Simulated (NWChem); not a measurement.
**Correlation energy of H3BN**

SMILES: N[BH]
```xyz
5

B     -0.7819     0.3514     0.0000
N      0.5141    -0.1151     0.0000
H     -1.7711    -0.3425     0.0000
H      0.7572    -1.1025     0.0000
H      1.3243     0.4934     0.0000
```
Charge 0, spin multiplicity 2.

Program: NWChem. Structure: optimised with UPBE0/def2-SVP, a minimum by its harmonic frequencies. It is one conformer; others weren't searched.

Basis set: cc-pVTZ. Each correlation energy counts from its own Hartree-Fock reference.

The correlated methods keep 2 core orbitals frozen. The structure started from a generated list of species. The unpaired electrons of the parent sit in orbitals of symmetry a' (Cs labels of the run); other states weren't searched. No SCF solution was tested for a lower state. Open-shell Hartree-Fock references start from PBE0 orbitals. Coupled-cluster values serve here as a point of comparison, not as the truth.

**Question.** For the correlation energy, CCSD(T) on ROHF gives -329.6 mHa and CCSD on ROHF gives -317.8 mHa. What do CCSD[T] on ROHF, UMP2, URI-MP2 give?

**Answer.** CCSD[T] on ROHF: -330.0 mHa; UMP2: -296.5 mHa; URI-MP2: -296.4 mHa.
